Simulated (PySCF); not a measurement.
# Excitation energy of C²⁺ by level of theory

C²⁺ [He] 2s2 (1S) → C²⁺ [He] 2s1 3s1 (3S), as a difference of total energies. All numbers are calculated (PySCF 2.14, no relativity, point nucleus, in aug-cc-pVTZ with one added diffuse shell each of s, p, d, f type (6s5p4d3f, 62 functions)). Correlated levels: valence: 1s2 frozen. The calculations carry no spin-orbit coupling.

| method | excitation energy (eV) |
| --- | --- |
| UHF | 27.908 |
| MP2 (valence) | 28.959 |
| SCS-MP2 (valence) | 29.276 |
| CCSD (valence) | 29.585 |

Problem. How much does correlation contribute at MP2 (valence)?

Solution. 28.959 − (27.908) = 1.051 eV, measured against UHF.

The promoted electron is Rydberg-like, and one or two diffuse shells describe it only roughly, which tends to raise the upper state.

With two correlated electrons CCSD is exact in that space.
